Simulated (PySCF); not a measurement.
# Ar²⁺: ionisation energy

Ar²⁺ [Ne] 3s2 3p4 (3P) → Ar³⁺ [Ne] 3s2 3p3 (4S), as a difference of total energies. All numbers are calculated (PySCF 2.14, the spin-free X2C one-electron Hamiltonian (Gaussian nucleus), in dyall-acv3z). Correlated levels: valence: [Ne] frozen; valence and next inner shell: 1s2 frozen; virtual orbitals above 40 to 60 times the deepest correlated orbital energy dropped. The calculations carry no spin-orbit coupling.

```json
{"method": "UHF", "ionisation energy (eV)": "39.389"}
{"method": "LDA", "ionisation energy (eV)": "40.851"}
{"method": "PBE", "ionisation energy (eV)": "40.715"}
{"method": "PBE0", "ionisation energy (eV)": "40.715"}
{"method": "r2SCAN", "ionisation energy (eV)": "40.689"}
{"method": "HSE06", "ionisation energy (eV)": "40.726"}
{"method": "PBEsol", "ionisation energy (eV)": "40.623"}
{"method": "revPBE", "ionisation energy (eV)": "40.678"}
{"method": "MP2 (valence)", "ionisation energy (eV)": "40.235"}
{"method": "SCS-MP2 (valence)", "ionisation energy (eV)": "40.332"}
{"method": "MP2 (valence and next inner shell)", "ionisation energy (eV)": "40.292"}
{"method": "SCS-MP2 (valence and next inner shell)", "ionisation energy (eV)": "40.374"}
```

Problem. How much does correlation contribute at MP2 (valence and next inner shell)?

Solution. 40.292 − (39.389) = 0.903 eV, measured against UHF.

A first-order spin-orbit estimate (lowest level to lowest level, LS coupling) adds 0.063 eV.

Errors of the correlated levels include the incompleteness of this basis and the frozen core.

For comparison: 40.735 ± 0.012 eV (semi-empirical (NIST evaluation); NIST Atomic Spectra Database, ionization energies).
